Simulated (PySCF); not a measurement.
Species: C6H8O2S2Se.
Bonds: C1–Se2, Se2–C3, C3–C4 (aromatic), C4–C5 (aromatic), C5–C6 (aromatic), C6–S7, S7–C8, S7–O9 (double), S7–O10 (double), C6–S11 (aromatic), C3–S11 (aromatic). Hydrogens: H12, H13, H14 on C1; H15 on C4; H16 on C5; H17, H18, H19 on C8.

Computed by this run: PBE0-D3(BJ)/def2-SVP geometry optimisation, gas phase in PySCF; density fitting, grid level 2; the optimiser is geomeTRIC in internal coordinates, started from a GFN2-xTB structure.

Step 0: E = -97415.4667 eV
```
atom  x, y, z in Å  |  force x, y, z in eV/Å
C1      3.4382    0.5387   -1.5000   -0.198  -0.116   0.595
Se2     3.4590    0.2714    0.4305    0.111   0.022  -0.110
C3      1.6150   -0.0058    0.6977    0.184   0.222  -0.671
C4      1.0205   -0.3190    1.8921   -0.002   0.011  -0.106
C5     -0.3741   -0.4545    1.7803   -0.086  -0.013   0.081
C6     -0.8209   -0.2448    0.5118   -0.511   0.167  -0.647
S7     -2.4870   -0.3000   -0.0846    0.478   1.118   0.307
C8     -2.9638    1.4487   -0.1609    0.375  -0.867   0.103
O9     -3.2890   -0.9535    0.9092   -0.817  -0.457   1.419
O10    -2.4719   -0.8264   -1.4200    0.253  -0.224  -1.567
S11     0.4501    0.1230   -0.5860    0.397  -0.053   0.121
H12     4.4673    0.6943   -1.8123    0.362   0.055  -0.071
H13     3.0291   -0.3474   -1.9785   -0.099  -0.314  -0.238
H14     2.8361    1.4123   -1.7366   -0.164   0.342  -0.148
H15     1.5733   -0.4499    2.8054    0.267  -0.096   0.499
H16    -1.0363   -0.7089    2.5872   -0.405  -0.145   0.469
H17    -2.3222    1.9445   -0.8777    0.332   0.254  -0.336
H18    -3.9969    1.4903   -0.4826   -0.535  -0.128  -0.185
H19    -2.8564    1.8686    0.8307    0.057   0.224   0.485
```

Step 1: E = -97415.5802 eV
```
atom  x, y, z in Å  |  force x, y, z in eV/Å
C1      3.4750    0.5094   -1.4861    0.055   0.036  -0.107
Se2     3.4867    0.2317    0.4276   -0.029  -0.004   0.026
C3      1.6329    0.0037    0.6742   -0.010  -0.080   0.062
C4      1.0131   -0.2942    1.8729    0.061   0.019   0.059
C5     -0.3908   -0.4085    1.7462   -0.011   0.019   0.028
C6     -0.8173   -0.1972    0.4582    0.067  -0.126   0.098
S7     -2.4848   -0.2862   -0.0881   -0.083  -0.104  -0.133
C8     -3.0110    1.4162   -0.1162   -0.050   0.127  -0.024
O9     -3.2513   -0.9615    0.9589    0.164   0.083  -0.169
O10    -2.4707   -0.7614   -1.4713   -0.029   0.068   0.230
S11     0.4970    0.1131   -0.6193   -0.116   0.054  -0.054
H12     4.5247    0.6505   -1.7832   -0.060  -0.012   0.018
H13     3.0649   -0.3694   -2.0042    0.017   0.019   0.019
H14     2.9015    1.4115   -1.7442    0.021  -0.029   0.008
H15     1.5577   -0.4361    2.8088   -0.028   0.017  -0.034
H16    -1.0824   -0.6504    2.5557    0.018   0.005  -0.031
H17    -2.3831    1.9699   -0.8276   -0.035  -0.031   0.024
H18    -4.0589    1.4058   -0.4530    0.062  -0.026   0.012
H19    -2.9331    1.8346    0.8961   -0.013  -0.037  -0.033
```

**Question.** Estimate the geometry and energy of step 2. (The exact step hangs on the optimiser's Hessian estimate; all steps are aligned on step 1, rigid shifts and turns removed.)

**Answer.** E = -97415.5838 eV, largest force 0.110 eV/Å
```
atom  x, y, z in Å  |  force x, y, z in eV/Å
C1      3.4849    0.5017   -1.4948   -0.015   0.000  -0.013
Se2     3.4842    0.2215    0.4223    0.000   0.009  -0.012
C3      1.6301    0.0005    0.6766    0.044   0.032  -0.005
C4      1.0192   -0.2911    1.8813   -0.025  -0.011  -0.069
C5     -0.3849   -0.4063    1.7568   -0.090   0.007   0.049
C6     -0.8195   -0.1951    0.4714    0.075  -0.006   0.028
S7     -2.4812   -0.2786   -0.0942   -0.048  -0.099  -0.002
C8     -3.0283    1.4192   -0.1147    0.018   0.033   0.002
O9     -3.2460   -0.9722    0.9386    0.035   0.046  -0.051
O10    -2.4548   -0.7428   -1.4784    0.002   0.055   0.084
S11     0.4856    0.1317   -0.6093    0.024  -0.023  -0.029
H12     4.5353    0.6374   -1.7846    0.003  -0.002   0.014
H13     3.0748   -0.3749   -2.0146   -0.003  -0.001   0.006
H14     2.9178    1.4057   -1.7559   -0.001  -0.001   0.004
H15     1.5669   -0.4310    2.8143   -0.007  -0.004  -0.004
H16    -1.0731   -0.6501    2.5673   -0.004  -0.006   0.002
H17    -2.4026    1.9859   -0.8155   -0.005  -0.001  -0.002
H18    -4.0704    1.3924   -0.4624    0.005  -0.020  -0.004
H19    -2.9678    1.8277    0.9014   -0.008  -0.007   0.002
```

The energy changes by -0.0036 eV. The first-order estimate −F·Δx gives -0.0087 eV and the mean of the old and new forces, exact on a quadratic surface, -0.0037 eV. The step makes an angle of 79° with the force vector and moves no atom by more than 0.036 Å.

The cost below is that of the whole optimisation. Hardware: one thread, Arm Neoverse V1 (aarch64), shared host with 32 logical CPUs at a one-minute load of 8.0. Cost: 3.4 min of wall time, 1.1 GiB resident at most.
